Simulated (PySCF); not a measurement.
How the method moves the HOMO and LUMO of `C[NH2+][B@H-](F)C#N`

C2H6BFN2.
Cartesian coordinates in Å at the PBE0-D3(BJ)/def2-SVP level; atoms count from 1:
```
atom  x, y, z in Å
C1    -1.0101    0.8847   -0.2055
N2    -0.5672   -0.1264    0.7632
B3     0.9253   -0.7505    0.5097
F4     1.0695   -1.7054    1.5018
C5     1.8991    0.5032    0.6714
N6     2.5262    1.4743    0.7682
H7    -2.0272    1.2340    0.0176
H8    -0.9798    0.4459   -1.2106
H9    -0.3106    1.7297   -0.1739
H10   -1.2025   -0.9276    0.7755
H11   -0.5737    0.2546    1.7134
H12    0.9135   -1.1898   -0.6324
```

Basis pcSseg-2 throughout (PySCF), one geometry. One conformer (not necessarily the lowest) at the PBE0-D3(BJ)/def2-SVP geometry, without solvent, vibrations or thermal averaging.

Task: How do the orbital energies, the gap and the dipole change with the method?

Result: 
| method | kind | HOMO (eV) | LUMO (eV) | gap (eV) | μ (D) | SCF cycles |
| --- | --- | --- | --- | --- | --- | --- |
| B97-2 | global hybrid | -8.34 | -0.55 | 7.79 | 7.25 | 14 |
| PBE0 | global hybrid | -8.62 | -0.58 | 8.04 | 7.27 | 14 |
| mPW1PW91 | global hybrid | -8.65 | -0.60 | 8.05 | 7.27 | 14 |
| BHandHLYP | global hybrid | -9.97 | -0.02 | 9.95 | 7.38 | 14 |
| CAM-B3LYP | range-separated hybrid | -10.09 | 0.12 | 10.21 | 7.33 | 14 |
| wB97X-D | range-separated hybrid | -10.53 | 1.19 | 11.72 | 7.34 | 14 |
| LC-wPBE | range-separated hybrid | -11.44 | 1.32 | 12.76 | 7.37 | 15 |

The HOMO spans 3.10 eV, from B97-2 down to LC-wPBE, and the gap runs from 7.79 eV (B97-2) to 12.76 eV (LC-wPBE). Over the methods B97-2 (21 %), PBE0 (25 %), mPW1PW91 (25 %), BHandHLYP (50 %), a straight line through the gap against the share of exact exchange rises by 0.75 eV for each 10 % (correlation coefficient 1.000). The dipole ranges from 7.25 D (B97-2) to 7.38 D (BHandHLYP). This basis has no diffuse functions.
